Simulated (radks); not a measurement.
The numbers below are computed, except where a source is named.
Q: The phosphorus ion P+, configuration [Ne] 3s2 3p2. Level of theory: non-relativistic Kohn-Sham, BP86, spin-polarised, spherical densities, point nucleus; open shells are filled with parallel spins first (a radial shooting solver on a logarithmic mesh with Libxc functionals). Some entries of the table are withheld. Estimate them.

orbital,occ.,eigenvalue (eV),<1/r> (bohr^-1)
1s up,1,-2089.780,14.57
1s down,1,-2089.539,14.57
2s up,1,-183.7714,2.807
2s down,1,-183.5231,2.807
2p up,3,(1),2.707
2p down,3,(2),2.707
3s up,1,-24.0997,0.7491
3s down,1,-22.0007,0.7494
3p up,2,-15.0641,0.6349
3p down,0,-13.0703,0.6241

A: 
(1) 2p up eigenvalue (eV): -135.2786
(2) 2p down eigenvalue (eV): -134.9380
